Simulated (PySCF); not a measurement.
PySCF input file for CH5BO2S, SMILES CSB(O)O, TDDFT-CAM-B3LYP/def2-SVPD. Geometry optimised at B3LYP-D3(BJ)/def2-SVP. Other conformers were not sampled.

```python
import numpy as np
from pyscf import gto, scf, dft, tdscf

mol = gto.M(
    atom='''
    B    -0.06210693    0.82301043    0.00000000
    O     0.71030246    1.94990209   -0.00000000
    H     0.22879311    2.78519662   -0.00000000
    O    -1.43012297    0.80184292    0.00000000
    H    -1.85684226    1.66688558    0.00000000
    S     0.83900980   -0.76191823    0.00000000
    C    -0.54715945   -1.95882257    0.00000000
    H    -1.17163651   -1.83761863   -0.89498750
    H    -0.10077910   -2.96223015    0.00000000
    H    -1.17163651   -1.83761863    0.89498749
    ''',
    basis='def2-SVPD',
    charge=0,
    spin=0,
    symmetry=True,
    max_memory=1600,
    verbose=4,
)
mf = dft.RKS(mol, xc='cam-b3lyp').density_fit(auxbasis='def2-universal-jkfit')
mf.grids.level = 3
mf.conv_tol = 1e-9
mf.max_cycle = 100
mf.kernel()
mf.grids = dft.Grids(mol).set(level=1).build(with_non0tab=True)  # coarser grid for the response kernel
td = tdscf.TDDFT(mf)
td.singlet = True
td.nstates = 10
td.conv_tol = 1e-4
td.positive_eig_threshold = 1e-6
td.kernel(x0=td.get_init_guess(mf, 15))
td.analyze()
tt = tdscf.TDA(mf)
tt.singlet = False
tt.nstates = 4
tt.conv_tol = 1e-4
tt.positive_eig_threshold = 1e-6
tt.kernel(x0=tt.get_init_guess(mf, 9))
tt.analyze(verbose=3)
```

It prints:

```
PySCF version 2.14.0

[INPUT] verbose = 4
[INPUT] num. atoms = 10
[INPUT] num. electrons = 48
[INPUT] charge = 0
[INPUT] spin (= nelec alpha-beta = 2S) = 0
[INPUT] symmetry True subgroup None
[INPUT] Mole.unit = angstrom
[INPUT] Symbol           X                Y                Z      unit          X                Y                Z       unit  Magmom
[INPUT]  1 B     -0.062106930000   0.823010430000   0.000000000000 AA   -0.117365088138   1.555264310361   0.000000000000 Bohr   0.0
[INPUT]  2 O      0.710302460000   1.949902090000   0.000000000000 AA    1.342277115005   3.684780919817   0.000000000000 Bohr   0.0
[INPUT]  3 H      0.228793110000   2.785196620000   0.000000000000 AA    0.432356317087   5.263258814864   0.000000000000 Bohr   0.0
[INPUT]  4 O     -1.430122970000   0.801842920000   0.000000000000 AA   -2.702540737750   1.515263513722   0.000000000000 Bohr   0.0
[INPUT]  5 H     -1.856842260000   1.666885580000   0.000000000000 AA   -3.508923327918   3.149957227187   0.000000000000 Bohr   0.0
[INPUT]  6 S      0.839009800000  -0.761918230000   0.000000000000 AA    1.585498737826  -1.439816784013   0.000000000000 Bohr   0.0
[INPUT]  7 C     -0.547159450000  -1.958822570000   0.000000000000 AA   -1.033981506968  -3.701638183917   0.000000000000 Bohr   0.0
[INPUT]  8 H     -1.171636510000  -1.837618630000  -0.894987500000 AA   -2.214072121441  -3.472595932098  -1.691281259909 Bohr   0.0
[INPUT]  9 H     -0.100779100000  -2.962230150000   0.000000000000 AA   -0.190444898080  -5.597803701429   0.000000000000 Bohr   0.0
[INPUT] 10 H     -1.171636510000  -1.837618630000   0.894987490000 AA   -2.214072121441  -3.472595932098   1.691281241012 Bohr   0.0

nuclear repulsion = 217.144696296434
point group symmetry = Cs
symmetry origin: [ 3.93692938e-09 -3.14954366e-09 -3.93692944e-10]
symmetry axis x: [ 1.00000000e+00 -1.30279551e-09  3.07268867e-10]
symmetry axis y: [-1.30279551e-09 -1.00000000e+00 -1.91978877e-10]
symmetry axis z: [-3.07268868e-10 -1.91978899e-10  1.00000000e+00]
num. orbitals of irrep A' = 105
num. orbitals of irrep A" = 48
number of shells = 65
number of NR pGTOs = 221
number of NR cGTOs = 153
basis = def2-SVPD
ecp = {}


******** <class 'pyscf.df.df_jk.DFSymAdaptedRKS'> ********
method = DFSymAdaptedRKS
initial guess = minao
damping factor = 0
level_shift factor = 0
DIIS = <class 'pyscf.scf.diis.CDIIS'>
diis_start_cycle = 1
diis_space = 8
diis_damp = 0
SCF conv_tol = 1e-09
SCF conv_tol_grad = None
SCF max_cycles = 100
direct_scf = False
XC library pyscf.dft.libxc version 7.1.2
    S. Lehtola, C. Steigemann, M. J. T. Oliveira, and M. A. L. Marques,  SoftwareX 7, 1–5 (2018)
XC functionals = cam-b3lyp
    T. Yanai, D. P. Tew, and N. C. Handy,  Chem. Phys. Lett. 393, 51 (2004)
radial grids:
    Treutler-Ahlrichs [JCP 102, 346 (1995); DOI:10.1063/1.469408] (M4) radial grids

becke partition: Becke, JCP 88, 2547 (1988); DOI:10.1063/1.454033
pruning grids: <function nwchem_prune>
grids dens level: 3
symmetrized grids: True
atomic radii adjust function: <function treutler_atomic_radii_adjust>
small_rho_cutoff = 0
Freeze 0 electrons in irreps []
    48 free electrons in irreps A' A"
Set gradient conv threshold to 3.16228e-05
Initial guess from minao.
tot grids = 124248
******** <class 'pyscf.df.df.DF'> ********
auxbasis = def2-universal-jkfit
Create RSH-DF object <pyscf.df.df.DF object> for omega=0.33
******** <class 'pyscf.df.df.DF'> ********
auxbasis = auxmol.basis = def2-universal-jkfit
init E= -614.824321214762
HOMO (A") = -0.303481490875798  LUMO (A') = -0.0212965373222107  gap/eV = 7.67864
cycle= 1 E= -614.264637220069  delta_E= 0.56  |g|= 0.813  |ddm|= 3.76
HOMO (A") = -0.262676966921753  LUMO (A') = 0.00486231333445009  gap/eV = 7.28011
cycle= 2 E= -614.226293024472  delta_E= 0.0383  |g|= 0.979  |ddm|=  1.7
HOMO (A") = -0.290848878690032  LUMO (A') = -0.00170259938451656  gap/eV = 7.86807
cycle= 3 E= -614.395965166525  delta_E= -0.17  |g|= 0.053  |ddm|= 0.875
HOMO (A") = -0.302462294904302  LUMO (A') = 0.00365821103139785  gap/eV = 8.32996
cycle= 4 E= -614.396607999967  delta_E= -0.000643  |g|= 0.0187  |ddm|= 0.0958
HOMO (A") = -0.298472549564431  LUMO (A') = 0.00302490883184481  gap/eV = 8.20416
cycle= 5 E= -614.396704474639  delta_E= -9.65e-05  |g|= 0.00578  |ddm|= 0.0344
HOMO (A") = -0.298980164882822  LUMO (A') = 0.00288948996845129  gap/eV = 8.21429
cycle= 6 E= -614.39671248153  delta_E= -8.01e-06  |g|= 0.00179  |ddm|= 0.00939
HOMO (A") = -0.299136146615072  LUMO (A') = 0.00285768755224236  gap/eV = 8.21767
cycle= 7 E= -614.396713083074  delta_E= -6.02e-07  |g|= 0.000815  |ddm|= 0.00242
HOMO (A") = -0.299096236955495  LUMO (A') = 0.0028465253660257  gap/eV = 8.21628
cycle= 8 E= -614.396713223633  delta_E= -1.41e-07  |g|= 0.000143  |ddm|= 0.000997
HOMO (A") = -0.299079299035923  LUMO (A') = 0.00285085978355371  gap/eV = 8.21594
cycle= 9 E= -614.396713229983  delta_E= -6.35e-09  |g|= 3.4e-05  |ddm|= 0.000278
HOMO (A") = -0.299086780146229  LUMO (A') = 0.00284967327713304  gap/eV = 8.21611
cycle= 10 E= -614.396713230457  delta_E= -4.74e-10  |g|= 7.84e-06  |ddm|= 9.03e-05
HOMO (A") = -0.299085813971648  LUMO (A') = 0.00284932897130874  gap/eV = 8.21607
Extra cycle  E= -614.396713230471  delta_E= -1.42e-11  |g|= 6.13e-06  |ddm|= 2.11e-05
converged SCF energy = -614.396713230471
tot grids = 39400
Overwritten attributes  positive_eig_threshold  of <class 'pyscf.tdscf.rks.TDDFT'>


******** <class 'pyscf.tdscf.rks.TDDFT'> for <class 'pyscf.df.df_jk.DFSymAdaptedRKS'> ********
nstates = 10 singlet
deg_eia_thresh = 1.000e-03
wfnsym = None
conv_tol = 0.0001
eigh lindep = 1e-12
eigh level_shift = 0
eigh max_cycle = 100


Excitation energies (eV)
[5.74892091 6.12541897 7.03774691 7.0459886  7.57192319 7.64648079
 7.73427796 7.73793402 8.0495824  8.25482761]

** Singlet excitation energies and oscillator strengths **
Excited State   1:   A"      5.74892 eV    215.67 nm  f=0.0044
      24 -> 25       -0.67012
      24 -> 26        0.16241
Excited State   2:   A"      6.12542 eV    202.41 nm  f=0.0001
      24 -> 25        0.15643
      24 -> 26        0.59398
      24 -> 28        0.11868
      24 -> 31       -0.15827
      24 -> 33       -0.25031
Excited State   3:   A"      7.03775 eV    176.17 nm  f=0.0529
      24 -> 25       -0.11610
      24 -> 26       -0.18375
      24 -> 27        0.61986
      24 -> 28        0.15401
      24 -> 31       -0.12842
      24 -> 33       -0.13046
Excited State   4:   A'      7.04599 eV    175.96 nm  f=0.1327
      24 -> 30       -0.67726
Excited State   5:   A"      7.57192 eV    163.74 nm  f=0.0036
      24 -> 28        0.38254
      24 -> 31        0.55093
Excited State   6:   A'      7.64648 eV    162.15 nm  f=0.0580
      23 -> 25        0.31570
      24 -> 29        0.62104
Excited State   7:   A"      7.73428 eV    160.30 nm  f=0.0001
      22 -> 25        0.57279
      24 -> 27       -0.14177
      24 -> 28        0.29273
      24 -> 31       -0.13398
Excited State   8:   A'      7.73793 eV    160.23 nm  f=0.0745
      23 -> 25       -0.59117
      23 -> 27       -0.11717
      24 -> 29        0.32064
      24 -> 30       -0.10832
Excited State   9:   A"      8.04958 eV    154.03 nm  f=0.0001
      22 -> 25       -0.36364
      24 -> 26       -0.20512
      24 -> 27       -0.24430
      24 -> 28        0.40572
      24 -> 31       -0.19146
      24 -> 33       -0.20819
Excited State  10:   A'      8.25483 eV    150.20 nm  f=0.0558
      23 -> 25        0.10035
      23 -> 26        0.63447
      23 -> 28        0.14579
      23 -> 33       -0.16385

** Transition electric dipole moments (AU) **
state          X           Y           Z        Dip. S.      Osc.
  1         0.0000      0.0000     -0.1766      0.0312      0.0044
  2         0.0000     -0.0000      0.0264      0.0007      0.0001
  3        -0.0000      0.0000      0.5537      0.3066      0.0529
  4        -0.3457      0.8058     -0.0000      0.7689      0.1327
  5         0.0000     -0.0000     -0.1385      0.0192      0.0036
  6         0.5241     -0.1865     -0.0000      0.3095      0.0580
  7         0.0000     -0.0000      0.0273      0.0007      0.0001
  8        -0.1780      0.6011      0.0000      0.3930      0.0745
  9        -0.0000     -0.0000     -0.0196      0.0004      0.0001
 10         0.2971      0.4329      0.0000      0.2757      0.0558

** Transition velocity dipole moments (imaginary part, AU) **
state          X           Y           Z        Dip. S.      Osc.
  1         0.0000      0.0000     -0.0341      0.0012      0.0037
  2        -0.0000      0.0000      0.0113      0.0001      0.0004
  3         0.0000     -0.0000      0.1423      0.0202      0.0522
  4        -0.0902      0.2084     -0.0000      0.0515      0.1327
  5        -0.0000     -0.0000     -0.0276      0.0008      0.0018
  6         0.1482     -0.0481     -0.0000      0.0243      0.0576
  7         0.0000     -0.0000      0.0089      0.0001      0.0002
  8        -0.0504      0.1781     -0.0000      0.0343      0.0803
  9        -0.0000      0.0000     -0.0056      0.0000      0.0001
 10         0.0936      0.1318      0.0000      0.0261      0.0574

** Transition magnetic dipole moments (imaginary part, AU) **
state          X           Y           Z
  1        -0.0367     -0.4156     -0.0000
  2         0.5623     -0.3060      0.0000
  3         0.0131      0.4925      0.0000
  4        -0.0000      0.0000     -0.2966
  5        -0.0205     -0.5407      0.0000
  6        -0.0000      0.0000     -0.1041
  7        -0.1241      0.3089      0.0000
  8        -0.0000      0.0000     -0.5756
  9         0.0501     -0.2081     -0.0000
 10         0.0000     -0.0000     -0.9544
Overwritten attributes  positive_eig_threshold  of <class 'pyscf.tdscf.rks.TDA'>


******** <class 'pyscf.tdscf.rks.TDA'> for <class 'pyscf.df.df_jk.DFSymAdaptedRKS'> ********
nstates = 4 triplet
deg_eia_thresh = 1.000e-03
wfnsym = None
conv_tol = 0.0001
eigh lindep = 1e-12
eigh level_shift = 0
eigh max_cycle = 100


Excitation energies (eV)
[5.58568001 5.72973875 6.07341973 6.88772296]

** Triplet excitation energies and oscillator strengths **
Excited State   1:   A"      5.58568 eV    221.97 nm  f=0.0000
Excited State   2:   A"      5.72974 eV    216.39 nm  f=0.0000
Excited State   3:   A'      6.07342 eV    204.14 nm  f=0.0000
Excited State   4:   A"      6.88772 eV    180.01 nm  f=0.0000
```

The run converged.
